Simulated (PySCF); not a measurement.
BH5N2O, SMILES NB(O)N.

Geometry: PBE0-D3(BJ)/def2-SVP. The values are those of a single conformer.

Method: PBE/def2-TZVPD (PySCF).

Symmetry labels are those of the subgroup Cs that the program uses (full group Cs).

**Question.** List the valence orbital energies around the gap with their symmetry. (The exact figures need the calculation; the answer reports its results.)

**Answer.** 
```
orbital  symmetry  energy (eV)
-------  --------  -----------
HOMO−7         A'       -12.61
HOMO−6         A'       -12.07
HOMO−5         A'       -11.03
HOMO−4         A'       -10.20
HOMO−3         A"        -8.53
HOMO−2         A'        -8.20
HOMO−1         A"        -6.30
HOMO           A"        -5.48
LUMO           A'        -0.78
LUMO+1         A'         0.25
LUMO+2         A'         0.59
LUMO+3         A'         1.30
```
